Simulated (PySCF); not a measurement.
C4H13BiSi, SMILES C[CH2][Bi]([SiH3])[CH2]C (GFN2-xTB optimised geometry):

```
19

Bi     0.588    -0.970     2.012
C     -1.522    -1.023     1.120
C     -2.009     0.300     0.563
H     -2.197    -1.370     1.901
H     -1.512    -1.778     0.335
H     -1.363     0.640    -0.245
H     -2.022     1.064     1.337
H     -3.022     0.207     0.169
C      0.240     0.944     3.218
C     -0.722     0.724     4.373
H     -0.141     1.712     2.552
H      1.207     1.278     3.593
H     -0.341    -0.033     5.056
H     -1.692     0.393     4.006
H     -0.873     1.644     4.940
Si     1.559     0.377     0.000
H      1.151     1.778     0.000
H      1.160    -0.175    -1.293
H      3.022     0.377     0.000
```

Method: PBE0/def2-SVP, def2 effective core potentials past Kr in PySCF 2.14.0.

Q: What are the frontier orbital energies and the dipole moment?

A: HOMO-2 -7.51 eV, HOMO-1 -7.39 eV, HOMO -6.52 eV, LUMO -0.05 eV, LUMO+1 0.09 eV; dipole moment 1.22 D.

On the same geometry PBE/def2-SVP, def2 effective core potentials past Kr in PySCF gives HOMO-2 -6.40 eV, HOMO-1 -6.31 eV, HOMO -5.55 eV, LUMO -0.79 eV, LUMO+1 -0.65 eV; dipole moment 1.26 D.
